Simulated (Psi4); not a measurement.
H₄B (SMILES [BH4-]), charge -1, singlet, geometry from GFN2-xTB (a gas-phase anion, which may not be bound at this level); HF/def2-SVP (Psi4).

Input for Psi4:
```
memory 2 GB

molecule {
-1 1
  B     0.00000000    0.00000000    0.00000000
  H    -0.78935573   -0.82329958   -0.45703408
  H     0.16226976   -0.21027872    1.19968171
  H    -0.45033333    1.13195784   -0.16017538
  H     1.07741931   -0.09837954   -0.58247225
}

set basis def2-svp
set guess huckel

energy('scf')
print_variables()
```

The log (banner, timings and long lists left out):

```
   => Loading Basis Set <=

    Name: DEF2-SVP
    Role: ORBITAL
    Keyword: BASIS

         ---------------------------------------------------------
                                   SCF
               by Justin Turney, Rob Parrish, Andy Simmonett
                          and Daniel G. A. Smith
                              RHF Reference
         ---------------------------------------------------------

  ==> Geometry <==

    Molecular point group: c1
    Full point group: Td

    Geometry (in Angstrom), charge = -1, multiplicity = 1:

       Center              X                  Y                   Z               Mass
    ------------   -----------------  -----------------  -----------------  -----------------
         B           -0.000000000670     0.000000000000     0.000000000000    11.009305360000
         H           -0.789355730670    -0.823299580000    -0.457034080000     1.007825032230
         H            0.162269759330    -0.210278720000     1.199681710000     1.007825032230
         H           -0.450333330670     1.131957840000    -0.160175380000     1.007825032230
         H            1.077419309330    -0.098379540000    -0.582472250000     1.007825032230

  Running in c1 symmetry.

  Rotational constants: A =      4.15458  B =      4.15458  C =      4.15458 [cm^-1]
  Rotational constants: A = 124551.30230  B = 124551.30204  C = 124551.30169 [MHz]
  Nuclear repulsion =   10.195758801117956

  Charge       = -1
  Multiplicity = 1
  Electrons    = 10
  Nalpha       = 5
  Nbeta        = 5

  ==> Algorithm <==

  SCF Algorithm Type is DF.
  DIIS enabled.
  MOM disabled.
  Fractional occupation disabled.
  Guess Type is HUCKEL.
  Energy threshold   = 1.00e-06
  Density threshold  = 1.00e-06
  Integral threshold = 1.00e-12

  ==> Primary Basis <==

  Basis Set: DEF2-SVP
    Blend: DEF2-SVP
    Number of shells: 18
    Number of basis functions: 34
    Number of Cartesian functions: 35
    Spherical Harmonics?: true
    Max angular momentum: 2

   => Loading Basis Set <=

    Name: (DEF2-SVP AUX)
    Role: JKFIT
    Keyword: DF_BASIS_SCF

  ==> Integral Setup <==

  SCF_SUBTYPE=INCORE selected. In-core MEM_DF algorithm will be used.
  Using in-core AOs.

  ==> MemDFJK: Density-Fitted J/K Matrices <==

    J tasked:                   Yes
    K tasked:                   Yes
    wK tasked:                   No
    Algorithm:                 Core
    Schwarz Cutoff:           1E-12
    Mask sparsity (%):       0.0000
[...]
    Total      34      34       5       5       5       0
   -------------------------------------------------------

  ==> Iterations <==

                           Total Energy        Delta E     RMS |[F,P]|

   @DF-RHF iter   1:   -26.72486495034919   -2.67249e+01   1.60912e-02 ADIIS/DIIS
   @DF-RHF iter   2:   -26.93603473168692   -2.11170e-01   4.32573e-03 ADIIS/DIIS
   @DF-RHF iter   3:   -26.95235830325120   -1.63236e-02   1.03805e-03 ADIIS/DIIS
   @DF-RHF iter   4:   -26.95375196548012   -1.39366e-03   2.35355e-04 ADIIS/DIIS
   @DF-RHF iter   5:   -26.95387428196904   -1.22316e-04   2.76570e-05 DIIS
   @DF-RHF iter   6:   -26.95387603955651   -1.75759e-06   1.85294e-06 DIIS
   @DF-RHF iter   7:   -26.95387604512081   -5.56430e-09   2.06789e-07 DIIS
  Energy and wave function converged.

  ==> Post-Iterations <==

    Orbital Energies [Eh]
    ---------------------

    Doubly Occupied:

[...]
    Virtual:

[...]
    Final Occupation by Irrep:
              A
    DOCC [     5 ]
    NA   [     5 ]
    NB   [     5 ]

  @DF-RHF Final Energy:   -26.95387604512081

   => Energetics <=

    Nuclear Repulsion Energy =             10.1957588011179556
    One-Electron Energy =                 -57.7584793033203354
    Two-Electron Energy =                  20.6088444570815739
    Total Energy =                        -26.9538760451208077

Computation Completed

Properties will be evaluated at   0.000000,   0.000000,   0.000000 [a0]

Properties computed using the SCF density matrix

 Multipole Moments:

 ------------------------------------------------------------------------------------
     Multipole            Electronic (a.u.)      Nuclear  (a.u.)        Total (a.u.)
 ------------------------------------------------------------------------------------

 L = 1.  Multiply by 2.5417464519 to convert [e a0] to [Debye]
 Dipole X            :         -0.0000000            0.0000000           -0.0000000
 Dipole Y            :          0.0000000            0.0000000            0.0000000
 Dipole Z            :          0.0000000            0.0000000            0.0000000
 Magnitude           :                                                    0.0000000

 ------------------------------------------------------------------------------------

  Variable Map:
  ----------------------------------------------------------------------------
[...]
  Array Variable Map:
  ----------------------------------------------------------------------------
[...]
[...]
```
